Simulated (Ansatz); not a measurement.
Input for Ansatz (a first-principles code): R-RI-MP2/def2-QZVPP on CH6SSn (SMILES C[S][SnH3]), a point of a torsion scan. Elements past Kr take the def2 small-core potentials; no spin–orbit coupling. Files ending in .json are basis or fitting sets from the Basis Set Exchange. The run froze 15 orbitals, filled d shells among them.

Ansatz 0.2 input:
```yaml
crystal:
  periodic: [false, false, false]
  atoms:
    - {symbol: C, position_ang: [1.62290859, -0.13747388, 0.11832160]}
    - {symbol: S, position_ang: [1.28881923, 0.34917397, -1.60231517]}
    - {symbol: Sn, position_ang: [-0.34063486, -1.27717972, -2.26678688]}
    - {symbol: H, position_ang: [1.66230291, -1.21760564, 0.21156359]}
    - {symbol: H, position_ang: [2.58673219, 0.29053543, 0.37019928]}
    - {symbol: H, position_ang: [0.85475212, 0.26918483, 0.76746440]}
    - {symbol: H, position_ang: [0.25546631, -2.82643156, -1.99842994]}
    - {symbol: H, position_ang: [-0.66276556, -1.05295721, -3.88460796]}
    - {symbol: H, position_ang: [-1.76650891, -1.14873493, -1.38504792]}
basis:
  gaussian:
    orbitals: def2-QZVPP.json
    fitting: {mean_field: def2-universal-JKFIT, correlation: def2-QZVPP-RIFIT.json}
magnetization: {spin_polarized: false}
correlation: {method: mp2, electrons: outside_noble_gas}
scf: {lower_state_search: off}
```

**Question.** Give the final energy of this run.

**Answer.** -652.7877 hartree.

**Question.** How many basis functions does it have, and what does it roughly cost on one machine?

**Answer.** 389 functions; about 6 core-seconds (a rough figure).
